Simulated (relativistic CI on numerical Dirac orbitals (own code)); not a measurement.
# Cu⁴⁺: calculation against measurement

Method of calculation: Dirac-Coulomb-Breit CI, KLI orbitals optimised for each configuration, model QED, valence Slater integrals scaled by 0.85, configuration energies shifted to the measured levels that pair with them (semi-empirical) (own radial code, finite nucleus).

Configuration list (outside the closed core [Ne]): 3s2 3p6 3d7, 3s2 3p6 3d6 4s, 3s2 3p6 3d6 4p, 3s2 3p5 3d8, 3s2 3p6 3d6 4d, 3s2 3p6 3d6 5s, 3s2 3p6 3d6 5p, 3s2 3p6 3d5 4s2, 3s2 3p6 3d6 4f, 3s2 3p6 3d6 5d, 3s2 3p6 3d5 4s 4p, 3s2 3p6 3d6 5f, 3s2 3p6 3d6 5g, 3s2 3p4 3d9, 3s 3p6 3d8, 3s2 3p6 3d5 4p2, 3s2 3p6 3d5 4s 4d. Levels of other configurations are missing.

```tsv
Configuration	Term (tabulated)	J	Measured (cm⁻¹)	Computed	Error	Purity (%)
3s2 3p6 3d7	4F	9/2	0.0	0	0	99
3s2 3p6 3d7	4F	7/2	1615.9	1578	-38	100
3s2 3p6 3d7	4F	5/2	2759.3	2687	-72	99
3s2 3p6 3d7	4F	3/2	3528.1	3430	-98	99
3s2 3p6 3d7	4P	5/2	20826.8	19389	-1438	99
3s2 3p6 3d7	4P	3/2	21065.9	19512	-1554	85
3s2 3p6 3d7	4P	1/2	21935.1	20436	-1500	94
3s2 3p6 3d7	2G	9/2	22575.3	21126	-1449	97
3s2 3p6 3d7	2G	7/2	24099.8	22590	-1509	100
3s2 3p6 3d7	2P	3/2	27015.9	24455	-2561	72
3s2 3p6 3d7	2P	1/2	28366.6	25770	-2597	94
3s2 3p6 3d7	2H	11/2	30401.7	29326	-1076	100
3s2 3p6 3d7	2D2	5/2	30966.0	27680	-3286	98
3s2 3p6 3d7	2H	9/2	31823.4	30695	-1129	97
3s2 3p6 3d7	2D2	3/2	33292.4	30095	-3198	85
3s2 3p6 3d7	2F	5/2	49490.0	46593	-2897	99
3s2 3p6 3d7	2F	7/2	50071.9	47164	-2908	99
3s2 3p6 3d7	2D1	3/2	76838.2	70584	-6254	99
3s2 3p6 3d7	2D1	5/2	77668.0	71485	-6183	99
3s2 3p6 3d6 4s	6D	9/2	187779.4	188991	1212	99
3s2 3p6 3d6 4s	6D	7/2	188832.7	190020	1187	99
3s2 3p6 3d6 4s	6D	5/2	189586.9	190760	1173	99
3s2 3p6 3d6 4s	6D	3/2	190100.3	191265	1165	99
3s2 3p6 3d6 4s	6D	1/2	190400.3	191561	1161	99
3s2 3p6 3d6 4s	4D	7/2	199441.3	199815	374	99
3s2 3p6 3d6 4s	4D	5/2	200648.2	200998	350	99
3s2 3p6 3d6 4s	4D	3/2	201412.8	201752	339	99
3s2 3p6 3d6 4s	4D	1/2	201849.7	202184	334	99
3s2 3p6 3d6 4s	4H	13/2	220207.8	218664	-1544	99
3s2 3p6 3d6 4s	4H	11/2	220622.8	219094	-1529	97
3s2 3p6 3d6 4s	4H	9/2	220938.1	219450	-1488	95
3s2 3p6 3d6 4s	4H	7/2	221271.9	219759	-1513	96
3s2 3p6 3d6 4s	4P	3/2	221664.1	223595	1931	91
3s2 3p6 3d6 4s	4F	9/2	222401.3	222630	228	87
3s2 3p6 3d6 4s	4F	7/2	222885.7	223148	262	89
3s2 3p6 3d6 4s	4F	5/2	223214.2	223542	328	94
3s2 3p6 3d6 4s	4P	1/2	223375.5	225205	1829	97
3s2 3p6 3d6 4s	4F	3/2	223476.5	223859	383	99
3s2 3p6 3d6 4s	4G	11/2	226310.8	226368	57	69
3s2 3p6 3d6 4s	2P	3/2	226888.8	228458	1569	91
3s2 3p6 3d6 4s	4G	9/2	227542.6	226873	-670	86
3s2 3p6 3d6 4s	4G	7/2	228020.3	227188	-833	84
3s2 3p6 3d6 4s	4G	5/2	228105.3	227270	-835	88
3s2 3p6 3d6 4s	2F	7/2	229587.5	229300	-288	83
3s2 3p6 3d6 4s	2P	1/2	229773.6	231184	1411	95
3s2 3p6 3d6 4s	2F	5/2	230531.7	230374	-158	93
3s2 3p6 3d6 4s	2G	9/2	234036.4	232646	-1391	96
3s2 3p6 3d6 4s	2G	7/2	235052.5	233733	-1320	92
3s2 3p6 3d6 4s	4D	3/2	236039.8	236047	7	98
3s2 3p6 3d6 4s	4D	5/2	236058.9	236072	13	98
3s2 3p6 3d6 4s	4D	1/2	236108.8	236109	0	98
3s2 3p6 3d6 4s	4D	7/2	236331.2	236304	-27	99
3s2 3p6 3d6 4s	2I	13/2	238233.6	235039	-3194	99
3s2 3p6 3d6 4s	2I	11/2	238305.2	235117	-3188	99
3s2 3p6 3d6 4s	2G	9/2	239540.9	237874	-1667	97
3s2 3p6 3d6 4s	2G	7/2	239614.5	237973	-1641	95
3s2 3p6 3d6 4s	2D	5/2	243140.4	242675	-465	99
3s2 3p6 3d6 4s	2D	5/2	246476.5	248243	1767	98
3s2 3p6 3d6 4s	2D	3/2	246624.3	248319	1695	98
3s2 3p6 3d6 4s	2F	7/2	256272.5	255992	-281	97
3s2 3p6 3d6 4s	2F	5/2	256272.9	256021	-252	97
3s2 3p6 3d6 4s	4F	3/2	265691.5	264723	-968	99
3s2 3p6 3d6 4s	4F	9/2	265752.4	264767	-986	99
3s2 3p6 3d6 4s	4F	5/2	265886.0	264918	-968	97
```

Measured levels from Sugar and Musgrove, J. Phys. Chem. Ref. Data 19, 527 (1990); pairs were made by configuration, J and term (by order where the table uses no LS term), so strongly mixed levels may be paired wrongly.

Mean error by configuration (cm⁻¹): 3s2 3p6 3d7 -2208; 3s2 3p6 3d6 4s -143. Over the excited levels the mean absolute error is 1329 cm⁻¹ (63 of the 63 excited levels that our extract of the source holds in range could be paired), and the median relative error of those above 1,000 cm⁻¹ is 0.65 %, both after the shifts were fitted to these levels, so that a configuration with one level shows no error.

Configurations whose levels could be paired with our table of measured levels were shifted onto them, all but the ground configuration, by the median error of their levels; single terms can still be off by 1,000 to 2,000 cm⁻¹ or more, and rates follow the energies as ν³ (E1, M1) or ν⁵ (E2). The others borrow a shift and can be off by several thousand cm⁻¹ or more. 63 of the 63 excited levels that our extract of the measured tables holds in this range could be paired (the sources list more); they are missed by 1329 cm⁻¹ on average and 6254 at most, after the shifts were fitted to these levels, and levels without a partner can miss by more.

Shifts applied (cm⁻¹): 3s2 3p6 3d7 0; 3s2 3p6 3d6 4s -1834.
